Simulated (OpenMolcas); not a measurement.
Ionisation energies of zinc

* Program: OpenMolcas
* Basis: ANO-L-VTZP [6s5p3d2f1g]
* Scalar Hamiltonian: non-relativistic, point nucleus
* Spin-orbit coupling: state interaction with AMFI integrals over the reference wave functions, term energies averaged over their components

Active shells in each charge state: the valence s, p shells, with orbitals averaged over the low states. Where CASPT2's correlated closed shells are named, they are those of the first ion.

A. CASSCF
B. SS-CASPT2, IPEA 0.25 Eh, imaginary shift 0.1 Eh (closed shells correlated: 3d)
C. SS-CASPT2, IPEA 0.25 Eh, imaginary shift 0.1 Eh (closed shells correlated: 3s 3p 3d)
D. SS-CASPT2, IPEA 0.25 Eh, imaginary shift 0.1 Eh (closed shells correlated: none)
E. SS-CASPT2, IPEA 0 Eh, imaginary shift 0.1 Eh (closed shells correlated: 3d)

Energies in eV between the lowest computed levels, named as in B; reference values from the NIST Atomic Spectra Database with their kind.

| From | To | A | B | C | D | E | Spin-orbit share in B | Reference |
| --- | --- | --- | --- | --- | --- | --- | --- | --- |
| Zn 4s² ¹S₀ | Zn+ 4s ²S_1/2 | 8.510 | 9.053 | 9.103 | 8.555 | 9.049 | +0.000 | 9.394 (measured) |
| Zn+ 4s ²S_1/2 | Zn2+ 3d¹⁰ ¹S₀ | 16.609 | 17.596 | 17.692 | 16.609 | 17.629 | +0.000 | 17.964 (measured) |

Error against the reference values, in %:

| From | Reference | A | B | C | D | E |
| --- | --- | --- | --- | --- | --- | --- |
| Zn | measured | -9.4 | -3.6 | -3.1 | -8.9 | -3.7 |
| Zn+ | measured | -7.5 | -2.0 | -1.5 | -7.5 | -1.9 |

Mean absolute error over the 2 measured values: A 1.12 eV, B 0.35 eV, C 0.28 eV, D 1.10 eV, E 0.34 eV. C lies closest.
